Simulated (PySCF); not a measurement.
CH3Cl2InO. Atoms are numbered in the order given.

```xyz
8

In    -0.0206    -0.0925     0.0901
Cl    -0.1924    -1.0629     2.1946
Cl     0.6052     2.1493    -0.1625
O     -0.4502    -1.1348    -1.5418
C     -0.2802    -0.5863    -2.8343
H      0.5992    -1.0336    -3.3337
H     -1.1722    -0.8215    -3.4420
H     -0.1491     0.5123    -2.8429
```

Geometry optimised at r2SCAN-D4/def2-SVP. The structure was generated by enumeration; whether it is a known compound was not checked. The def2 effective core potentials stand for the cores of In; spin–orbit coupling is left out. Other conformers were not sampled.

These are TDA-B3LYP/def2-SVPD (PySCF 2.14.0) values and carry that method's errors.

Vertical excitations. The molecule is in vacuum.

**Question.** Estimate the UV-visible absorptions. (Estimate from the structure and the level; the computed values follow.)

**Answer.** 
| state | energy (eV) | λ (nm) | f | main pairs |
|---|---|---|---|---|
| S1 | 3.72 | 333 | 0.004 | HOMO→LUMO 99 % |
| S2 | 4.51 | 275 | 0.066 | HOMO−1→LUMO 81 %, HOMO→LUMO+1 16 % |
| S3 | 4.80 | 258 | 0.017 | HOMO−2→LUMO 97 % |
| S4 | 4.84 | 256 | 0.000 | HOMO−3→LUMO 99 % |
| S5 | 4.99 | 248 | 0.007 | HOMO−4→LUMO 99 % |
| S6 | 5.23 | 237 | 0.030 | HOMO−5→LUMO 98 % |
| S7 | 5.61 | 221 | 0.005 | HOMO−1→LUMO+1 98 % |
| S8 | 5.81 | 213 | 0.169 | HOMO→LUMO+1 77 %, HOMO−1→LUMO 13 % |
| S9 | 6.21 | 200 | 0.000 | HOMO−2→LUMO+1 98 % |
| S10 | 6.23 | 199 | 0.039 | HOMO−3→LUMO+1 59 %, HOMO−6→LUMO 38 % |
| T1 | 3.38 | 367 | 0 | HOMO→LUMO 98 % |
| T2 | 3.70 | 335 | 0 | HOMO−1→LUMO 98 % |
| T3 | 4.42 | 280 | 0 | HOMO−2→LUMO 98 % |
| T4 | 4.52 | 274 | 0 | HOMO−3→LUMO 98 % |
Triplets are in the Tamm–Dancoff approximation.
